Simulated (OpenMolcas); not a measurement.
**OpenMolcas run: Re5+**

Re5+ among 5 point charges of -2 e arranged as a trigonal bipyramid (D3h), 2.16 Å from the ion, with the axial distance 2.333 Å.

Input:

```
&GATEWAY
Coord
1

Re 0.0 0.0 0.0
Basis=ANO-RCC-VDZP
Group=NoSym
NoMove
AngMom=0.0 0.0 0.0
AMFI
XField
5 Angstrom 0
2.160000 0.000000 0.000000 -2.000000
-1.080000 1.870615 0.000000 -2.000000
-1.080000 -1.870615 0.000000 -2.000000
0.000000 0.000000 2.332800 -2.000000
0.000000 0.000000 -2.332800 -2.000000
&SEWARD
&RASSCF
FileOrb=start.orb
Symmetry=1
Spin=3
nActEl=2 0 0
Inactive=34
Ras2=5
CIRoot=10 10 1
SDav=10
CIMx=300
Iter=120 100
PrWF=0.3
OrbListing=Nothing
MaxOrb=0
>>> COPY $Project.JobIph JOB001
&RASSCF
FileOrb=start.orb
Symmetry=1
Spin=1
nActEl=2 0 0
Inactive=34
Ras2=5
CIRoot=15 15 1
SDav=15
CIMx=300
Iter=120 100
PrWF=0.3
OrbListing=Nothing
MaxOrb=0
>>> COPY $Project.JobIph JOB002
&RASSI
NrOfJobIphs=2 10 15
1 2 3 4 5 6 7 8 9 10
1 2 3 4 5 6 7 8 9 10 11 12 13 14 15
IphNames
JOB001
JOB002
EJob
SpinOrbit
DIPRint=1.0
SOCoupling=1000.0
Subsets=2
Property=9
'ANGMOM' 1 'ANGMOM' 2 'ANGMOM' 3 'MLTPL  1' 1 'MLTPL  1' 2 'MLTPL  1' 3
'AMFI' 1 'AMFI' 2 'AMFI' 3
SOProperty=3
'ANGMOM' 1 'ANGMOM' 2 'ANGMOM' 3
```

A driver script runs the steps one by one and writes start.orb anew before each from the orbitals found so far.

Output, cut to the results:

```
--- SEWARD ---
Basis set label: RE.ANO-RCC...7S6P4D2F1G.

      Electronic valence basis set:
      ------------------
      Associated Effective Charge  75.000000 au
      Associated Actual Charge     75.000000 au
      Nuclear Model: Point charge

      Shell  nPrim  nBasis  Cartesian Spherical Contaminant
         s      24       7        X
         p      21       6        X
         d      15       4                 X
         f      11       2                 X
         g       4       1                 X
                  Relativistic Douglas-Kroll-Hess integrals:
                    - DKH order of Hamiltonian: 2
                    - DKH order of Properties : 0
                  Atomic mean-field integrals
--- RASSCF ---
Wave function specifications:
      -----------------------------

      Number of closed shell electrons          68
      Number of electrons in active shells       2
      Max number of holes in RAS1 space          0
      Max nr of electrons in RAS3 space          0
      Number of inactive orbitals               34
      Number of active orbitals                  5
      Number of secondary orbitals              29
      Spin quantum number                      1.0
      State symmetry                             1
Orbital specifications:
      -----------------------

      Symmetry species                           1
                                                 a
      Frozen orbitals                            0
      Inactive orbitals                         34
      Active orbitals                            5
      RAS1 orbitals                              0
      RAS2 orbitals                              5
      RAS3 orbitals                              0
      Secondary orbitals                        29
      Deleted orbitals                           0
      Number of basis functions                 68
      Number of CSFs                            10
      Number of root(s) required                10
      Iter CI   SX   CI       RASSCF       Energy    max ROT     max BLB   max BLB  Level Ln srch  Step   QN
          iter iter root      energy       change     param      element    value   shift minimum  type update
 Nr of preliminary CI iterations:   1
      Total energies have been shifted. Add               -16000.00 au
        1   1    8    0  -683.01916966    0.00E+00   2.59E-01*  34  44 1  3.43E-01*  0.05   0.00    SX    NO
        2   1    7    0  -683.25374413   -2.35E-01*  2.26E-02   25  54 1 -2.33E-01*  0.12   0.00    SX    NO
        3   1    7    0  -683.26882656   -1.51E-02*  2.57E-02   30  59 1  1.67E-01*  0.07   0.00    SX    NO
        4   1    7    0  -683.27577097   -6.94E-03*  1.94E-02   25  54 1 -1.22E-01*  0.11   0.00    SX    NO
        5   1    7    0  -683.27958400   -3.81E-03*  7.91E-03   30  59 1  9.25E-02*  0.08   0.57    LS   YES
        6   1    5    0  -683.28443918   -4.86E-03*  3.03E-04   30  59 1  4.34E-03*  0.09   1.05    QN   YES
        7   1    4    0  -683.28444941   -1.02E-05*  2.16E-05   32  39 1  8.25E-05   0.09   1.00    QN   YES
        8   1    3    0  -683.28444942   -7.85E-09  -7.97E-06   33  35 1 -2.29E-05   0.09   1.28    QN   YES
      Convergence after  8 iterations
        9   1    3    0  -683.28444942   -4.73E-10  -7.97E-06   33  46 1 -1.84E-06   0.09   1.28    QN   YES
      Natural orbitals and occupation numbers for root  1
      sym 1:   0.131449   0.868551  -0.000000   0.868551   0.131449
      Natural orbitals and occupation numbers for root  2
      sym 1:   0.500000   0.500000   0.000000   0.500000   0.500000
      Natural orbitals and occupation numbers for root  3
      sym 1:   0.500000   0.500000  -0.000000   0.500000   0.500000
::    RASSCF root number  1 Total energy: -16683.31631650
::    RASSCF root number  2 Total energy: -16683.31093255
::    RASSCF root number  3 Total energy: -16683.31086246
::    RASSCF root number  4 Total energy: -16683.30499238
::    RASSCF root number  5 Total energy: -16683.30499238
::    RASSCF root number  6 Total energy: -16683.28492506
::    RASSCF root number  7 Total energy: -16683.28492506
::    RASSCF root number  8 Total energy: -16683.24692475
::    RASSCF root number  9 Total energy: -16683.23981154
::    RASSCF root number 10 Total energy: -16683.23981153
--- RASSCF ---
Wave function specifications:
      -----------------------------

      Number of closed shell electrons          68
      Number of electrons in active shells       2
...
--- RASSI ---
SPIN-FREE ENERGIES:
  (Shifted by EMIN (a.u.) =     -16683.3163165045)

 SF State       Relative EMIN(au)   Rel lowest level(eV)    D:o, cm**(-1)      L_eff

     1             0.0000000000        0.0000000000              0.0000         3.0
     2             0.0053839505        0.1465047557           1181.6405         3.0
     3             0.0054540420        0.1484120432           1197.0239         3.0
     4             0.0113241202        0.3081450084           2485.3571         3.0
     5             0.0113241210        0.3081450303           2485.3573         3.0
     6             0.0313914425        0.8542046655           6889.6253         3.0
     7             0.0313914449        0.8542047324           6889.6258         3.0
    11             0.0585701398        1.5937746958          12854.6598         2.1
    12             0.0585701403        1.5937747089          12854.6599         2.1
    13             0.0596714382        1.6237425531          13096.3669         2.6
    14             0.0596714382        1.6237425531          13096.3669         2.6
    15             0.0646868547        1.7602189870          14197.1236         2.5
     8             0.0693917523        1.8882457741          15229.7293         1.0
     9             0.0765049692        2.0818062680          16790.8999         1.1
    10             0.0765049707        2.0818063085          16790.9002         1.1
    16             0.0841423021        2.2896286825          18467.1007         4.0
    17             0.0843911744        2.2964008432          18521.7219         4.0
    18             0.0924169678        2.5147938062          20283.1799         4.0
    19             0.0924169678        2.5147938062          20283.1799         4.0
    20             0.1009551604        2.7471298623          22157.0966         3.6
    21             0.1009551626        2.7471299222          22157.0971         3.6
...
```

Spin-orbit levels above the lowest (labels of D3, the rotations of D3h):

```tsv
E (cm-1)	Degeneracy	Label	2S+1	g
0.0	1	A1	3	
502.8	2	E	3	0.00 0.00 2.47
1237	2	E	3 (89 %)	0.00 0.00 2.16
9243	1	A2	3	
9257	1	A1	3	
9701	1	A2	3	
10347	2	E	3	0.00 0.00 2.25
10815	2	E	3	0.00 0.00 5.05
15039	1	A1	3	
15930	2	E	3	0.00 0.00 9.79
17395	2	E	3	0.00 0.00 1.69
18943	1	A1	3 (87 %)	
19145	2	E	3 (84 %)	0.00 0.00 4.42
19789	1	A1	3 (77 %)	
19800	1	A2	3 (78 %)	
20249	2	E	1 (55 %)	0.00 0.00 4.61
20309	1	A1	3 (56 %)	
20398	2	E	3 (52 %)	0.00 0.00 2.57
23517	2	E	3	0.00 0.00 2.73
24021	1	A2	3
```

Spin-orbit coupling mixes the spin-free states strongly: the lowest level takes only 47 % from its leading state, 3A2. Without dynamic correlation the repulsion within the d shell is too large (B by tens of per cent), so at a given field states of lower spin stand too high. Point charges carry no covalency, so the field is a model and not that of real ligands. No measured value stands beside these numbers.

With an even number of electrons the g values are those of a degenerate or nearly degenerate non-Kramers pair.
